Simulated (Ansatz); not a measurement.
`[F][GaH][O][SiH3]` → `[OH][GaH][F]` + `[SiH2]` at 500 K and 1 bar (silylene loss).

Gas-phase electronic energies from Ansatz, PBE0-D4/def2-TZVP geometries. CBS: MP2 limit from def2 TZ/QZ plus the TZ coupled-cluster correction, frozen cores. This one scheme is used for every species. For Ga outer-core shells are correlated without core-valence functions, which leaves a few kJ/mol of doubt a bond. Scalar relativity is left out up to krypton. Each species was taken in one conformer, which may not be the lowest.

```csv
species,CCSD(T)/CBS energy (Eh),H − E (kJ/mol),S (J/(mol·K))
`[F][GaH][O][SiH3]`,-2390.49581,143.9,417.4
`[OH][GaH][F]`,-2100.17635,88.0,326.9
`[SiH2]`,-290.19011,48.0,226.5
```

H − E and S are ideal-gas, rigid-rotor, harmonic terms from PBE0-D4/def2-TZVP, for one conformer and one mirror image of each species. 1 Eh = 2625.50 kJ/mol, R = 8.31446 J/(mol·K).

By hand: ΔE, ΔH, ΔS and ΔG.

ΔE = (-2100.17635) + (-290.19011) − (-2390.49581) = 0.12935 Eh = 339.6 kJ/mol. Δ(H − E) = 88.0 + 48.0 − 143.9 = -7.9, so ΔH = 331.7 kJ/mol. ΔS = 326.9 + 226.5 − 417.4 = 136.0 J/(mol·K). ΔG = 331.7 − 500 × (136.0)/1000 = 263.7 kJ/mol.

By hand: the equilibrium constant, and the temperature at which ΔG would vanish if ΔH and ΔS stayed fixed.

log₁₀ K = −ΔG/(RT ln 10) = -27.5. ΔG = 0 at ΔH/ΔS = 2439 K.

The number of gas molecules changes by +1, which sets the sign of ΔS. A doubt of 5 kJ/mol in ΔE shifts log₁₀ K by 0.5 here. Other conformers and mirror images would add mixing entropy, several J/(mol·K) or more a flexible species. Modes under 60 cm⁻¹, often nearly free rotors, make the harmonic entropy too high. These are equilibria of isolated gas molecules and say nothing of rates. Largest T1 diagnostic: 0.015 (customary marks: 0.02 for closed shells, 0.045 for open ones).
